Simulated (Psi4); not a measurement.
silicon monosulfide (SSi), singlet (typed; the unrestricted solution is spin-contaminated), at a GFN2-xTB geometry, with bond 1-2 at 1.8 times its length; Psi4 1.11 with HF/6-31G**.

Psi4 was given this input:
```
memory 2 GB

molecule {
0 1
  Si    0.00000000    0.00000000   -2.66650877
  S     0.00000000    0.00000000    0.93327807
}

set basis 6-31g**
set reference uhf
set stability_analysis follow
set scf_type pk

energy('scf')
print_variables()
```

Output, abridged:

```
   => Loading Basis Set <=

    Name: 6-31G**
    Role: ORBITAL
    Keyword: BASIS

         ---------------------------------------------------------
                                   SCF
               by Justin Turney, Rob Parrish, Andy Simmonett
                          and Daniel G. A. Smith
                              UHF Reference
         ---------------------------------------------------------

  ==> Geometry <==

    Molecular point group: c2v
    Full point group: C_inf_v

    Geometry (in Angstrom), charge = 0, multiplicity = 1:

       Center              X                  Y                   Z               Mass
    ------------   -----------------  -----------------  -----------------  -----------------
         SI           0.000000000000     0.000000000000    -1.919842623887    27.976926534650
         S            0.000000000000     0.000000000000     1.679944216113    31.972071174400

  Running in c2v symmetry.

  Rotational constants: A = ************  B =      0.08719  C =      0.08719 [cm^-1]
  Rotational constants: A = ************  B =   2613.81462  C =   2613.81462 [MHz]
  Nuclear repulsion =   32.928531732195566

  Charge       = 0
  Multiplicity = 1
  Electrons    = 30
  Nalpha       = 15
  Nbeta        = 15

  ==> Algorithm <==

  SCF Algorithm Type is PK.
  DIIS enabled.
  MOM disabled.
  Fractional occupation disabled.
  Guess Type is SAD.
  Energy threshold   = 1.00e-06
  Density threshold  = 1.00e-06
  Integral threshold = 1.00e-12

  ==> Primary Basis <==

  Basis Set: 6-31G**
    Blend: 6-31G**
    Number of shells: 16
    Number of basis functions: 38
    Number of Cartesian functions: 38
    Spherical Harmonics?: false
    Max angular momentum: 2

  ==> Integral Setup <==

  Using in-core PK algorithm.
   Calculation information:
      Number of atoms:                   2
      Number of AO shells:              16
      Number of primitives:             54
      Number of atomic orbitals:        38
      Number of basis functions:        38

      Integral cutoff                 1.00e-12
      Number of threads:                 1

  Performing in-core PK
  Using 549822 doubles for integral storage.
  We computed 7945 shell quartets total.
  Whereas there are 9316 unique shell quartets.

  ==> DiskJK: Disk-Based J/K Matrices <==

    J tasked:                  Yes
    K tasked:                  Yes
    wK tasked:                  No
    Schwarz Cutoff:          1E-12

  Minimum eigenvalue in the overlap matrix is 9.7517469614E-03.
  Reciprocal condition number of the overlap matrix is 2.7276894366E-03.
    Using symmetric orthogonalization.

  ==> Pre-Iterations <==

  SCF Guess: Superposition of Atomic Densities via on-the-fly atomic UHF (no occupation information).

   -------------------------
    Irrep   Nso     Nmo
   -------------------------
     A1        20      20
     A2         2       2
     B1         8       8
     B2         8       8
   -------------------------
    Total      38      38
   -------------------------

  ==> Iterations <==

                        Total Energy        Delta E     RMS |[F,P]|

   @UHF iter SAD:  -685.10924048427785   -6.85109e+02   0.00000e+00
   @UHF iter   1:  -685.67201241844839   -5.62772e-01   2.18108e-02 ADIIS/DIIS
   @UHF iter   2:  -681.62093314665458    4.05108e+00   5.60728e-02 ADIIS/DIIS
   @UHF iter   3:  -686.10773598854087   -4.48680e+00   5.77505e-03 ADIIS/DIIS
   @UHF iter   4:  -686.11651364160707   -8.77765e-03   5.48410e-03 ADIIS/DIIS
   @UHF iter   5:  -686.13186636068963   -1.53527e-02   3.70935e-03 ADIIS/DIIS
   @UHF iter   6:  -686.16683649351796   -3.49701e-02   2.04381e-03 ADIIS/DIIS
   @UHF iter   7:  -686.18483158613594   -1.79951e-02   1.43951e-03 ADIIS/DIIS
   @UHF iter   8:  -686.19153364004399   -6.70205e-03   8.66057e-04 ADIIS/DIIS
   @UHF iter   9:  -686.19283427903360   -1.30064e-03   3.51584e-04 ADIIS/DIIS
   @UHF iter  10:  -686.19285665204325   -2.23730e-05   2.10044e-04 ADIIS/DIIS
   @UHF iter  11:  -686.19294436913685   -8.77171e-05   1.80201e-05 DIIS
   @UHF iter  12:  -686.19294504121262   -6.72076e-07   1.06037e-06 DIIS
   @UHF iter  13:  -686.19294504024663    9.65997e-10   1.04174e-06 DIIS
   @UHF iter  14:  -686.19294504306515   -2.81852e-09   9.91287e-08 DIIS
  Energy and wave function converged.

    Negative totally symmetric eigenvalue detected: -0.024137
    Wavefunction unstable!
    Lowest UHF->UHF stability eigenvalues:
      B1 -0.091743       B2 -0.091743       A1 -0.024137       A2 0.167368

    Rotating orbitals by 0.5 * pi / 2 radians along unstable eigenvector.
    Running SCF again with the rotated orbitals.
   @UHF iter  15:  -685.92964236584339   -6.85930e+02   1.48570e-02 ADIIS/DIIS
   @UHF iter  16:  -683.12393086757868    2.80571e+00   5.42556e-02 ADIIS/DIIS
   @UHF iter  17:  -686.18619023173915   -3.06226e+00   4.29842e-03 ADIIS/DIIS
   @UHF iter  18:  -686.20586476343226   -1.96745e-02   1.55797e-03 ADIIS/DIIS
   @UHF iter  19:  -686.20987388863239   -4.00913e-03   7.22653e-04 ADIIS/DIIS
   @UHF iter  20:  -686.21189791087897   -2.02402e-03   8.26609e-04 ADIIS/DIIS
   @UHF iter  21:  -686.21306303421670   -1.16512e-03   9.56462e-04 ADIIS/DIIS
   @UHF iter  22:  -686.20705323105744    6.00980e-03   1.41970e-03 ADIIS/DIIS
   @UHF iter  23:  -686.20409629275366    2.95694e-03   2.08439e-03 ADIIS/DIIS
   @UHF iter  24:  -686.20427663252190   -1.80340e-04   2.21742e-03 ADIIS/DIIS
   @UHF iter  25:  -686.20696870492679   -2.69207e-03   9.70367e-04 ADIIS/DIIS
   @UHF iter  26:  -686.20756600753475   -5.97303e-04   6.62257e-04 ADIIS/DIIS
   @UHF iter  27:  -686.20760349940974   -3.74919e-05   5.77297e-04 ADIIS/DIIS
   @UHF iter  28:  -686.20779747656172   -1.93977e-04   1.01398e-04 ADIIS/DIIS
   @UHF iter  29:  -686.20776079689324    3.66797e-05   2.24805e-04 ADIIS/DIIS
   @UHF iter  30:  -686.20778364663204   -2.28497e-05   4.19725e-05 DIIS
   @UHF iter  31:  -686.20777769414815    5.95248e-06   4.72001e-05 DIIS
   @UHF iter  32:  -686.20777684274128    8.51407e-07   6.88014e-06 DIIS
   @UHF iter  33:  -686.20777543364170    1.40910e-06   2.58320e-06 DIIS
   @UHF iter  34:  -686.20777504510704    3.88535e-07   1.12680e-06 DIIS
   @UHF iter  35:  -686.20777503642137    8.68567e-09   1.48286e-07 DIIS
    Negative totally symmetric eigenvalue detected: -0.078194
    Wavefunction unstable!
    Lowest UHF->UHF stability eigenvalues:
      A1 -0.078194       A2 -0.078194       B2 -0.020237       B1 -0.020233

    Rotating orbitals by 0.5 * pi / 2 radians along unstable eigenvector.
    There's still a negative eigenvalue. Try modifying FOLLOW_STEP_SCALE
    or increasing MAX_ATTEMPTS (not available for PK integrals).

  ==> Post-Iterations <==

   @Spin Contamination Metric:   2.565501882E+00
   @S^2 Expected:                0.000000000E+00
   @S^2 Observed:                2.565501882E+00
   @S   Expected:                0.000000000E+00
   @S   Observed:                0.000000000E+00

    Orbital Energies [Eh]
    ---------------------

    Alpha Occupied:

       1A1   -91.865052     2A1   -68.954239     3A1    -8.869740
       1B2    -6.552989     1B1    -6.552988     4A1    -6.537861
       5A1    -6.302416     6A1    -4.409978     2B1    -4.398570
       2B2    -4.398569     7A1    -0.737106     8A1    -0.676095
       9A1    -0.389356     3B2    -0.281572     3B1    -0.281570

    Alpha Virtual:

       4B1    -0.074027     4B2    -0.074026    10A1     0.096595
      11A1     0.228371     5B1     0.324424     5B2     0.324425
      12A1     0.336443    13A1     0.552448     6B2     0.614289
       6B1     0.614289    14A1     0.626422     7B1     0.682482
       7B2     0.682482     1A2     0.696861    15A1     0.696861
      16A1     0.798218    17A1     1.140090     2A2     1.140090
       8B2     1.171938     8B1     1.171939    18A1     1.194039
      19A1     3.082221    20A1     4.393314

    Beta Occupied:

       1A1   -91.869236     2A1   -68.949585     3A1    -8.873959
       4A1    -6.570444     1B1    -6.548985     1B2    -6.548985
       5A1    -6.296752     2B2    -4.398465     2B1    -4.398464
       6A1    -4.381888     7A1    -0.798894     8A1    -0.613888
       9A1    -0.347500     3B1    -0.250816     3B2    -0.250811

    Beta Virtual:

       4B2    -0.086310     4B1    -0.086308    10A1    -0.010399
      11A1     0.237848     5B2     0.321780     5B1     0.321781
      12A1     0.389171    13A1     0.544259    14A1     0.610589
       6B1     0.627929     6B2     0.627930     1A2     0.688062
      15A1     0.688062     7B2     0.736937     7B1     0.736938
      16A1     0.813147    17A1     1.110024     8B1     1.110847
       8B2     1.110848     2A2     1.161147    18A1     1.161147
      19A1     3.091895    20A1     4.383939

    Final Occupation by Irrep:
             A1    A2    B1    B2
    DOCC [     9,    0,    3,    3 ]
    SOCC [     0,    0,    0,    0 ]
    NA   [     9,    0,    3,    3 ]
    NB   [     9,    0,    3,    3 ]

  @UHF Final Energy:  -686.20777503642137

   => Energetics <=

    Nuclear Repulsion Energy =             32.9285317321955660
    One-Electron Energy =               -1015.9658226493172606
    Two-Electron Energy =                 296.8295158807003418
    Total Energy =                       -686.2077750364213671

  UHF NO Occupations:
  HONO-2 :    3 B1 1.9639823
  HONO-1 :    3 B2 1.9639674
  HONO-0 :    9 A1 1.3014388
  LUNO+0 :   10 A1 0.6985612
  LUNO+1 :    4 B2 0.0360326
  LUNO+2 :    4 B1 0.0360177
  LUNO+3 :   11 A1 0.0045027

Computation Completed

Properties will be evaluated at   0.000000,   0.000000,   0.000000 [a0]

Properties computed using the SCF density matrix

 Multipole Moments:

 ------------------------------------------------------------------------------------
     Multipole            Electronic (a.u.)      Nuclear  (a.u.)        Total (a.u.)
 ------------------------------------------------------------------------------------

 L = 1.  Multiply by 2.5417464519 to convert [e a0] to [Debye]
 Dipole X            :          0.0000000            0.0000000            0.0000000
 Dipole Y            :          0.0000000            0.0000000            0.0000000
 Dipole Z            :         -3.9976177            0.0024769           -3.9951408
 Magnitude           :                                                    3.9951408

 ------------------------------------------------------------------------------------

  Variable Map:
  ----------------------------------------------------------------------------
  "CURRENT ENERGY"           =>    -686.207775036421
  "CURRENT REFERENCE ENERGY" =>    -686.207775036421
  "DD SOLVATION ENERGY"      =>       0.000000000000
  "HF KINETIC ENERGY"        =>     685.728335572578
  "HF POTENTIAL ENERGY"      =>   -1371.936110608999
  "HF TOTAL ENERGY"          =>    -686.207775036421
  "HF VIRIAL RATIO"          =>       2.000699168226
  "NUCLEAR REPULSION ENERGY" =>      32.928531732196
  "ONE-ELECTRON ENERGY"      =>   -1015.965822649317
  "PCM POLARIZATION ENERGY"  =>       0.000000000000
  "PE ENERGY"                =>       0.000000000000
  "SCF ITERATION ENERGY"     =>    -686.207775036421
  "SCF ITERATIONS"           =>      35.000000000000
  "SCF TOTAL ENERGY"         =>    -686.207775036421
  "TWO-ELECTRON ENERGY"      =>     296.829515880700
```

Convergence was not reached.
